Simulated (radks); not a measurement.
Valence configurations of N I (all share [He]). All-electron calculation, Dirac Kohn-Sham, LDA (Slater exchange, Perdew-Wang correlation), spin-unpolarised, spherical densities, point nucleus; open shells fill j = l - 1/2 first. Program: a radial shooting solver on a logarithmic mesh with Libxc functionals. Energies are relative to 2s2 2p3; eigenvalues in eV.

valence,E (eV),e(2p1/2),e(2p3/2),e(2s1/2)
2s2 2p3,0.000,-7.247,-7.228,-18.416
2s1.5 2p3.5,5.600,-7.451,-7.432,-18.643
2s1 2p4,11.211,-7.646,-7.627,-18.860
2s0.5 2p4.5,16.833,-7.833,-7.814,-19.070
2p5,22.467,-8.013,-7.994,-

NIST lists [He] 2s2 2p3 as the ground configuration; this level of theory agrees among the configurations tried. The energies are those of spherical spin-averaged densities, not of single terms.
